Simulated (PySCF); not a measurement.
What does the PBE0-D3(BJ)/def2-SVP structure of `N#CC1C[SiH2]C1` look like in three dimensions?

```
atom  x, y, z in Å
N1    -2.867   -0.294    1.390
C2    -1.970   -0.169    0.667
C3    -0.812   -0.011   -0.205
C4    -0.033    1.331   -0.053
Si5    1.534    0.350   -0.495
C6     0.341   -1.036    0.018
H7    -1.171   -0.098   -1.244
H8    -0.402    2.165   -0.664
H9    -0.010    1.646    1.002
H10    1.854    0.361   -1.954
H11    2.784    0.567    0.290
H12    0.249   -1.986   -0.526
H13    0.452   -1.256    1.092
```

Orientation and origin are arbitrary. Atoms count from 1 in this order. Si5 (SiH2 silicon) has angles from 78.2° to 119.5°. The 3 C–C bonds span 1.458 Å (C2–C3, drawn single) to 1.559 Å (C3–C4, drawn single), a spread of 0.101 Å. The 4-membered ring C3–C4–Si5–C6 has internal angles of 78.2° to 100.5° (sum 352°, against 360° for a flat polygon); it is puckered, 0.15 Å rms from its mean plane, widest ring torsion 23°.

Bonds between heavy atoms (Å): N1≡C2 1.158, C2–C3 1.458, C3–C4 1.559, C4–Si5 1.900, Si5–C6 1.899, C3–C6 1.558.

Method used: PBE0-D3(BJ)/def2-SVP geometry optimisation, gas phase (PySCF).

Point group: Cs (every atom within 0.08 Å of its image). Whether it is a minimum is left open (no frequencies). The numbers are those of one conformer (C2–C3–C4–Si5 148°, C3–C4–Si5–C6 -19°, C4–Si5–C6–C3 19°, C2–C3–C6–Si5 -148°).
